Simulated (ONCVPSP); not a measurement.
## Pseudopotential generation for lithium: ONCV, PBE, scalar-relativistic.

ONCVPSP 4.0.1 was run on this input:

```
# ATOM AND REFERENCE CONFIGURATION
# atsym  z   nc   nv     iexc    psfile
  Li 3.00    1    1        4      upf
#
#   n    l    f
    1    0    2.00
    2    0    1.00
#
# PSEUDOPOTENTIAL AND OPTIMIZATION
# lmax
    1
#
#   l,   rc,      ep,       ncon, nbas, qcut
    0    2.10    0.00    5    8    3.20
    1    2.05    0.22    3    6    4.70
#
# LOCAL POTENTIAL
# lloc, lpopt,  rc(5),   dvloc0
    4    4    1.90    3.00
#
# VANDERBILT-KLEINMAN-BYLANDER PROJECTORs
# l, nproj, debl
    0    1    2.70
    1    2    2.00
#
# MODEL CORE CHARGE
# icmod, fcfact, rcfact
    2    0.40    1.10
#
# LOG DERIVATIVE ANALYSIS
# epsh1, epsh2, depsh
   -2.00    5.00    0.02
#
# OUTPUT GRID
# rlmax, drl
    6.00    0.01
#
# TEST CONFIGURATIONS
# ncnf
    2
# nvcnf
#   n    l    f
    1
    2    0    0.50
#
    2
    2    0    0.00
    2    1    1.00
#
```

Command:

```bash
oncvpsp.x < Li.dat > Li.out
```

Resulting log (shortened: citation, most of the input echo, consistency checks and plot data are left out):

```
ONCVPSP  (Optimized Norm-Conservinng Vanderbilt PSeudopotential)
scalar-relativistic version 4.0.1

#   n    l    f        energy (Ha)
    1    0    2.00    -1.9056244E+00
    2    0    1.00    -1.0562447E-01

Reference configufation results
  iterations    24
  all-electron total energy (Ha)   -7.45219754D+00

Begin loop to  construct optimized pseudo wave functions
and semi-local pseudopoentials for all angular momenta

Calculating optimized projector #   1

 for l=   0

    Fraction of norm inside rc  0.114649
    Optimizing pswf for qcut=   3.20 a_B^-1,  ecut=   5.13 Ha
    Residual kinetic energy error=  1.12D-04 Ha

    Energy error per electron        Cutoff
         Ha          eV             Ha
         0.01000     0.27211        0.39
         0.00100     0.02721        2.15
         0.00010     0.00272        6.21
         0.00001     0.00027       31.64

   Wellstate for l =  1  n =  3
     eigenvalue =   0.2200
     asymptotic potential =   0.7200
     half-point radius =  9.5242

   Wellstate for l =  1  n =  4
     eigenvalue =   2.2200
     asymptotic potential =   2.7200
     half-point radius =  3.7845

Calculating optimized projector #   1

 for l=   1

    Fraction of norm inside rc  0.152886
    Optimizing pswf for qcut=   4.71 a_B^-1,  ecut=  11.08 Ha
    Residual kinetic energy error=  6.77D-06 Ha

    Energy error per electron        Cutoff
         Ha          eV             Ha
         0.01000     0.27211        2.65
         0.00100     0.02721        5.88
         0.00010     0.00272        8.49
         0.00001     0.00027       10.98

Calculating optimized projector #   2

 for l=   1

    Fraction of norm inside rc  0.186359
    Optimizing pswf for qcut=   4.71 a_B^-1,  ecut=  11.08 Ha
    Residual kinetic energy error=  1.30D-03 Ha

    Energy error per electron        Cutoff
         Ha          eV             Ha
         0.01000     0.27211        7.54
         0.00100     0.02721       11.51
         0.00010     0.00272       31.28
         0.00001     0.00027       45.70

Construct Vanderbilt / Kleinmman-Bylander projectors

B matrix Hermiticity error, ll=   1
   1   2    1.7228E-05

  Orthonormal projector coefficients -1.5476E+00 -4.0397E-01

Model core correction analysis
  based on d2Exc/dn_idn_j

d2excae - all-electron derivatives

   -5.026975D-02

d2excps - pseudofunction derivatives with no core correction

   -5.376311D-02

rms 2nd derivative error    3.493360E-03

amplitude prefactor, scale prefactor
   15.3045    1.1133

d2excps - pseudofunction derivatives with core correction

   -5.306123D-02

rms 2nd derivative error    2.791476E-03

Pseudoatom total energy   -0.193689

Diagnostic tests using Vanderbilt-Kleinman-Bylander pseudopotentials
  1 or more projectors used as specified by nproj input data

   l    rcore       rmatch      e in        delta e   norm test  slope test

   0   2.1055991   2.1695296  -0.1056245   0.0000000   1.0000014   1.0000005

   1   2.0558137   2.1182327   0.2200000  -0.0000143   0.9999994   0.9999994
   1   2.0558137   2.1182327   2.2200000  -0.0000473   1.0000723   1.0000723

 Testing for bound ghosts
   n   l    E NL Schr. Eq   E Basis Diag.   E Cutoff

   1   0       -0.105624       -0.073729     41.83

   2   1       -0.040047        0.017619     36.21

 Testing for highly-localized positive-energy ghosts
       l    <radius>/rc     E Basis Diag.   E Cutoff

Test configuration 0

   n   l     f        eae           eps        diff
   1   0  2.0000   -1.90562444
   2   0  1.0000   -0.10562447   -0.10562443    4.03D-08

    Total energies and differences
      AE_ref= -7.45219754D+00  AE_tst= -7.45219754D+00  dif=  0.00D+00
      PS_ref= -1.93688773D-01  PS_tst= -1.93688773D-01  dif= -2.22D-16
      PSP excitation error=  2.22D-16

Test configuration 1

   n   l     f        eae           eps        diff
   1   0  2.0000   -2.04910014
   2   0  0.5000   -0.19634943   -0.19553371    8.16D-04

    Total energies and differences
      AE_ref= -7.45219754D+00  AE_tst= -7.37691231D+00  dif=  7.53D-02
      PS_ref= -1.93688773D-01  PS_tst= -1.18565116D-01  dif=  7.51D-02
      PSP excitation error=  1.62D-04

Test configuration 2

psatom: WARNING lschvkbb convergence error n,l,iter=   2   1   2
ea(ii),et,emin,emax -1.745293E-01 -1.570764E-01 -1.570764E-01 -1.570764E-01
run_config: WARNING for fully non-local PS atom, stg. 2
 WARNING no output for configuration 3
```

The run took about 1.3 s on one core of a shared server CPU.
